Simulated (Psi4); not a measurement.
H$_{5}$FN$_{2}$Si, singlet, at a GFN2-xTB geometry, atoms displaced at random by about 0.03 Å a coordinate; R2SCAN/6-31G, gradient run with Psi4 1.11.

Input for Psi4:
```
memory 2 GB

molecule {
0 1
  Si    0.13963825    0.26313080   -0.22697783
  N     1.25496383   -0.89450640    0.34861279
  N    -1.06148804   -0.60745106   -1.11748324
  F    -0.46362336    0.90873280    1.11502497
  H     0.57198092    1.38944602   -1.03204132
  H     1.84628403   -0.60021109    1.09333939
  H     1.68719513   -1.43037819   -0.32499341
  H    -1.29568979   -1.50849932   -0.74359669
  H    -1.78928607   -0.14754558   -1.52928370
symmetry c1
no_reorient
no_com
}

set basis 6-31g

gradient('r2scan')
print_variables()
```

It wrote (shortened):

```
gradient() will perform analytic gradient computation.

   => Loading Basis Set <=

    Name: 6-31G
    Role: ORBITAL
    Keyword: BASIS

         ---------------------------------------------------------
                                   SCF
               by Justin Turney, Rob Parrish, Andy Simmonett
                          and Daniel G. A. Smith
                              RKS Reference
         ---------------------------------------------------------

  ==> Geometry <==

    Molecular point group: c1
    Full point group: C1

    Geometry (in Angstrom), charge = 0, multiplicity = 1:

       Center              X                  Y                   Z               Mass
    ------------   -----------------  -----------------  -----------------  -----------------
         SI           0.139638250000     0.263130800000    -0.226977830000    27.976926534650
         N            1.254963830000    -0.894506400000     0.348612790000    14.003074004430
         N           -1.061488040000    -0.607451060000    -1.117483240000    14.003074004430
         F           -0.463623360000     0.908732800000     1.115024970000    18.998403162730
         H            0.571980920000     1.389446020000    -1.032041320000     1.007825032230
         H            1.846284030000    -0.600211090000     1.093339390000     1.007825032230
         H            1.687195130000    -1.430378190000    -0.324993410000     1.007825032230
         H           -1.295689790000    -1.508499320000    -0.743596690000     1.007825032230
         H           -1.789286070000    -0.147545580000    -1.529283700000     1.007825032230

  Running in c1 symmetry.

  Rotational constants: A =      0.22781  B =      0.20665  C =      0.12683 [cm^-1]
  Rotational constants: A =   6829.57600  B =   6195.33548  C =   3802.13868 [MHz]
  Nuclear repulsion =  186.382995157864798

  Charge       = 0
  Multiplicity = 1
  Electrons    = 42
  Nalpha       = 21
  Nbeta        = 21

  ==> Algorithm <==

  SCF Algorithm Type is DF.
  DIIS enabled.
  MOM disabled.
  Fractional occupation disabled.
  Guess Type is SAD.
  Energy threshold   = 1.00e-08
  Density threshold  = 1.00e-08
  Integral threshold = 1.00e-12

  ==> Primary Basis <==

  Basis Set: 6-31G
    Blend: 6-31G
    Number of shells: 32
    Number of basis functions: 50
    Number of Cartesian functions: 50
    Spherical Harmonics?: false
    Max angular momentum: 1

  ==> DFT Potential <==

   => LibXC <=

    Version 7.1.2
    S. Lehtola, C. Steigemann, M. J. T. Oliveira, and M. A. L. Marques,  SoftwareX 7, 1–5 (2018) (10.1016/j.softx.2017.11.002)

   => Composite Functional: R2SCAN <=

    r2SCAN Meta-GGA XC Functional  (0.1021/acs.jpclett.0c02405)
    J. W. Furness, A. D. Kaplan, J. Ning, J. P. Perdew, J. Sun  J. Phys. Chem. Lett.  11, 8208–8215, 2020

    Deriv               =              1
    GGA                 =           TRUE
    Meta                =           TRUE

    Exchange Hybrid     =          FALSE
    MP2 Hybrid          =          FALSE

   => Exchange Functionals <=

    1.0000   XC_MGGA_X_R2SCAN

   => Correlation Functionals <=

    1.0000   XC_MGGA_C_R2SCAN

   => LibXC Density Thresholds  <==

    XC_MGGA_C_R2SCAN:  1.00E-15
    XC_MGGA_X_R2SCAN:  1.00E-11

   => Molecular Quadrature <=

    Radial Scheme          =       TREUTLER
    Pruning Scheme         =           NONE
    Nuclear Scheme         =       TREUTLER

    Blocking Scheme        =         OCTREE
    BS radius alpha        =              1
    Pruning alpha          =              1
    Radial Points          =             75
    Spherical Points       =            302
    Total Points           =         194693
    Total Blocks           =           1505
    Max Points             =            256
    Max Functions          =             49
    Weights Tolerance      =       1.00E-15

   => Loading Basis Set <=

    Name: (6-31G AUX)
    Role: JKFIT
    Keyword: DF_BASIS_SCF

  ==> Integral Setup <==

  SCF_SUBTYPE=INCORE selected. In-core MEM_DF algorithm will be used.
  Using in-core AOs.

  ==> MemDFJK: Density-Fitted J/K Matrices <==

    J tasked:                   Yes
    K tasked:                    No
    wK tasked:                   No
    Algorithm:                 Core
    Schwarz Cutoff:           1E-12
    Mask sparsity (%):       0.5600
    Fitting Condition:        1E-10

   => Auxiliary Basis Set <=

  Basis Set: (6-31G AUX)
    Blend: CC-PVDZ-JKFIT
    Number of shells: 153
    Number of basis functions: 498
    Number of Cartesian functions: 498
    Spherical Harmonics?: false
    Max angular momentum: 3

  Minimum eigenvalue in the overlap matrix is 2.8664382956E-02.
  Reciprocal condition number of the overlap matrix is 6.4275263100E-03.
    Using symmetric orthogonalization.

  ==> Pre-Iterations <==

  SCF Guess: Superposition of Atomic Densities via on-the-fly atomic UHF (no occupation information).

   -------------------------
    Irrep   Nso     Nmo
   -------------------------
     A         50      50
   -------------------------
    Total      50      50
   -------------------------

  ==> Iterations <==

                           Total Energy        Delta E     RMS |[F,P]|

   @DF-RKS iter SAD:  -501.30218632297982   -5.01302e+02   0.00000e+00
   @DF-RKS iter   1:  -501.19715014976885    1.05036e-01   2.17478e-02 ADIIS/DIIS
   @DF-RKS iter   2:  -500.40133548588813    7.95815e-01   3.19176e-02 ADIIS/DIIS
   @DF-RKS iter   3:  -501.68543634401669   -1.28410e+00   2.59769e-03 ADIIS/DIIS
   @DF-RKS iter   4:  -501.68897733579979   -3.54099e-03   2.19846e-03 ADIIS/DIIS
   @DF-RKS iter   5:  -501.69311501393156   -4.13768e-03   2.34456e-04 ADIIS/DIIS
   @DF-RKS iter   6:  -501.69320164580961   -8.66319e-05   3.72733e-05 DIIS
   @DF-RKS iter   7:  -501.69320303415549   -1.38835e-06   1.84823e-05 DIIS
   @DF-RKS iter   8:  -501.69320339959717   -3.65442e-07   4.31087e-06 DIIS
   @DF-RKS iter   9:  -501.69320342084166   -2.12445e-08   5.75684e-07 DIIS
[...]
  @DF-RKS Final Energy:  -501.69320342139133
[...]
    One-Electron Energy =               -1063.0036111919037012
    Two-Electron Energy =                 422.0961701196276863
    DFT Exchange-Correlation Energy =     -47.1687575069801426
    Empirical Dispersion Energy =           0.0000000000000000
    VV10 Nonlocal Energy =                  0.0000000000000000
    Total Energy =                       -501.6932034213913312

Computation Completed

Properties will be evaluated at   0.000000,   0.000000,   0.000000 [a0]

Properties computed using the SCF density matrix

 Multipole Moments:

 ------------------------------------------------------------------------------------
     Multipole            Electronic (a.u.)      Nuclear  (a.u.)        Total (a.u.)
 ------------------------------------------------------------------------------------

 L = 1.  Multiply by 2.5417464519 to convert [e a0] to [Debye]
 Dipole X            :          0.1246431            0.2969516            0.4215947
 Dipole Y            :          1.4562837           -1.7923372           -0.3360534
 Dipole Z            :          1.4310039           -2.0052522           -0.5742483
 Magnitude           :                                                    0.7876770

 ------------------------------------------------------------------------------------

         ------------------------------------------------------------
                                   SCF GRAD
                          Rob Parrish, Justin Turney,
                       Andy Simmonett, and Alex Sokolov
         ------------------------------------------------------------

  ==> Geometry <==

    Molecular point group: c1
    Full point group: C1

    Geometry (in Angstrom), charge = 0, multiplicity = 1:

       Center              X                  Y                   Z               Mass
    ------------   -----------------  -----------------  -----------------  -----------------
         SI           0.139638250000     0.263130800000    -0.226977830000    27.976926534650
         N            1.254963830000    -0.894506400000     0.348612790000    14.003074004430
         N           -1.061488040000    -0.607451060000    -1.117483240000    14.003074004430
         F           -0.463623360000     0.908732800000     1.115024970000    18.998403162730
         H            0.571980920000     1.389446020000    -1.032041320000     1.007825032230
         H            1.846284030000    -0.600211090000     1.093339390000     1.007825032230
         H            1.687195130000    -1.430378190000    -0.324993410000     1.007825032230
         H           -1.295689790000    -1.508499320000    -0.743596690000     1.007825032230
         H           -1.789286070000    -0.147545580000    -1.529283700000     1.007825032230

  Nuclear repulsion =  186.382995157864798

  ==> Basis Set <==

  Basis Set: 6-31G
    Blend: 6-31G
    Number of shells: 32
    Number of basis functions: 50
    Number of Cartesian functions: 50
    Spherical Harmonics?: false
    Max angular momentum: 1

  ==> DFJKGrad: Density-Fitted SCF Gradients <==

    Gradient:                    1
    J tasked:                  Yes
    K tasked:                   No
    wK tasked:                  No
    Integrals threads:           1
    Schwarz Cutoff:          1E-12
    Fitting Condition:       1E-10

   => Auxiliary Basis Set <=

  Basis Set: (6-31G AUX)
    Blend: CC-PVDZ-JKFIT
    Number of shells: 153
    Number of basis functions: 498
    Number of Cartesian functions: 498
    Spherical Harmonics?: false
    Max angular momentum: 3

  ==> DFT Potential <==

   => LibXC <=

    Version 7.1.2
    S. Lehtola, C. Steigemann, M. J. T. Oliveira, and M. A. L. Marques,  SoftwareX 7, 1–5 (2018) (10.1016/j.softx.2017.11.002)

   => Composite Functional: R2SCAN <=

    r2SCAN Meta-GGA XC Functional  (0.1021/acs.jpclett.0c02405)
    J. W. Furness, A. D. Kaplan, J. Ning, J. P. Perdew, J. Sun  J. Phys. Chem. Lett.  11, 8208–8215, 2020

    Deriv               =              1
    GGA                 =           TRUE
    Meta                =           TRUE

    Exchange Hybrid     =          FALSE
    MP2 Hybrid          =          FALSE

   => Exchange Functionals <=

    1.0000   XC_MGGA_X_R2SCAN

   => Correlation Functionals <=

    1.0000   XC_MGGA_C_R2SCAN

   => LibXC Density Thresholds  <==

    XC_MGGA_C_R2SCAN:  1.00E-15
    XC_MGGA_X_R2SCAN:  1.00E-11

   => Molecular Quadrature <=

    Radial Scheme          =       TREUTLER
    Pruning Scheme         =           NONE
    Nuclear Scheme         =       TREUTLER

    Blocking Scheme        =         OCTREE
    BS radius alpha        =              1
    Pruning alpha          =              1
    Radial Points          =             75
    Spherical Points       =            302
    Total Points           =         194693
    Total Blocks           =           1505
    Max Points             =            256
    Max Functions          =             49
    Weights Tolerance      =       1.00E-15

  -Total Gradient:
     Atom            X                  Y                   Z
    ------   -----------------  -----------------  -----------------
       1        0.006731991599     0.018465153077     0.043146642963
       2        0.007207256291    -0.022762513334    -0.017767493754
       3       -0.042427505341     0.022759155064    -0.029519890039
       4        0.021215814511    -0.030482525358    -0.056683501191
       5       -0.006629559159    -0.015300778048     0.010772016231
       6       -0.009683377636     0.004995632594    -0.015226138735
       7       -0.025081491089     0.037254024216     0.028680142875
       8        0.003766529322     0.009560393371     0.001937323175
       9        0.045025993520    -0.025246647445     0.033453972700

  Variable Map:
  ----------------------------------------------------------------------------
[...]
  Array Variable Map:
  ----------------------------------------------------------------------------
[...]
[...]
```
